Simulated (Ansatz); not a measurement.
C3H4Si, SMILES `C#C[C][SiH3]` (lower triplet) (charge 0, multiplicity 3). This triplet lies 0.64 eV below the relaxed singlet at the level B3LYP/cc-pVTZ // PBE0-D3(BJ)/def2-TZVP (Ansatz, a first-principles code).

Cartesian coordinates (Å):
```xyz
8

C      2.6411    -0.5760     0.1410
C      1.4113    -0.3094     0.1110
C      0.1565    -0.0418     0.0781
Si    -1.6065     0.3487     0.0260
H      3.6824    -0.7925     0.1751
H     -1.8003     1.8113     0.2005
H     -2.3117    -0.3725     1.1167
H     -2.1728    -0.0679    -1.2827
```
Charge 0, spin multiplicity 3.

Frozen-core energies in 6-31g from Ansatz at a geometry from PBE0-D3(BJ)/def2-TZVP; the HF reference has <S^2> = 2.38 and the T1 diagnostic is 0.035.

| level | energy (Ha) |
|---|---|
| HF | -404.64631 |
| MP2 | -404.88694 |
| CCSD | -404.94676 |
| CCSD(T) | -404.95587 |

Estimate the energies of CCSDT and CCSDT(Q), and give each level's difference from CCSDT(Q).


```tsv
level	energy (Ha)	difference from CCSDT(Q) (mHa)
MP2	-404.88694	71.43
CCSD	-404.94676	11.61
CCSD(T)	-404.95587	2.50
CCSDT	-404.95747	0.90
CCSDT(Q)	-404.95837	0.00
```
